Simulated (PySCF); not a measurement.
H8N3Si3, SMILES N1[SiH]N[SiH2]N[SiH2]1 (connectivity only; charge and spin as stated), charge +1, multiplicity 1.

Geometry: ωB97X-D3(BJ)/def2-SVP. The multiplicity is an assumed one; other spin states were not compared. The isomer is the one that the SMILES or the coordinates give; other isomers of the formula were not compared.

Two levels are set side by side: TDA-PBE/def2-SVPD (PySCF) and TDA-ωB97X/def2-SVPD (PySCF). Vertical, same geometry. The lowest singlet is HOMO→LUMO 100 % with PBE and HOMO−1→LUMO 87 % with the other functional; states are paired by order. Differences are taken from unrounded values.

```tsv
quantity	TDA-PBE
lowest singlet excitation (eV)	3.97
lowest triplet excitation (TDA) (eV)	3.92
first bright state (f over 0.05) (eV)	5.11
its oscillator strength	0.08
```

Task: These are the TDA-PBE values. What does TDA-ωB97X give? (An estimate is asked for; the answer gives what the named calculation found.)

Result: 
```tsv
quantity	TDA-ωB97X	TDA-PBE minus TDA-ωB97X
lowest singlet excitation (eV)	6.45	-2.47
lowest triplet excitation (TDA) (eV)	5.23	-1.31
first bright state (f over 0.05) (eV)	6.45	-1.33
its oscillator strength	0.12	-0.04
```

Functionals without exact exchange tend to place singlet excitations lower, as here. Differences between two approximate levels are no errors against the true value.

Rough cost on one machine, each run with all the roots and properties that it gave: TDA-ωB97X against TDA-PBE about 4 times.
